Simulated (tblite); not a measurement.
Cl$_{2}$Se (SMILES Cl[Se]Cl), singlet, geometry from GFN2-xTB; GFN1-xTB run with tblite 0.6.0.

Input for tblite:
```
$ tblite run mol.xyz --method gfn1 --charge 0 --spin 0 --json tblite.json --no-restart

# file mol.xyz
3

Se     0.00136488     0.00124916     0.68646471
Cl     1.04133364     1.25945705    -0.69083200
Cl    -1.04406340    -1.26195537    -0.68209743
```

What the program printed (banner, timings and long lists left out):

```
xTB calculator
 | screened Coulomb repulsion
 | Coulomb electrostatics
 |  * isotropic Klopman-Ohno-Mataga-Nishimoto electrostatics
 |  * onsite third-order electrostatics
 | DFT-D3(BJ) dispersion correction

halogen bonding energy    0.0000000000000E+00 Eh
repulsion energy          5.3708095083744E-03 Eh
dispersion energy        -1.1493871244572E-03 Eh
number of electrons       2.0000000000000E+01 e
integral cutoff           2.0076194534669E+01 bohr

------------------------------------------------------------
  cycle        total energy    energy error   density error
------------------------------------------------------------
      1     -11.78293161267  -1.1787153E+01   3.1143404E-01
      2     -11.83111235661  -4.8180744E-02   1.1793689E-01
      3     -11.84971669970  -1.8604343E-02   6.3048319E-02
      4     -11.85088130834  -1.1646086E-03   1.2880886E-02
      5     -11.85109612974  -2.1482139E-04   1.7963173E-04
      6     -11.85109615252  -2.2784784E-08   2.8159795E-05
      7     -11.85109615268  -1.5867130E-10   2.6789792E-06
------------------------------------------------------------

electronic energy        -1.1855317575063E+01 Eh
total energy             -1.1851096152679E+01 Eh

Post processing:
 | Mayer-Wiberg bond orders

[Info] JSON dump of results written to 'tblite.json'
```
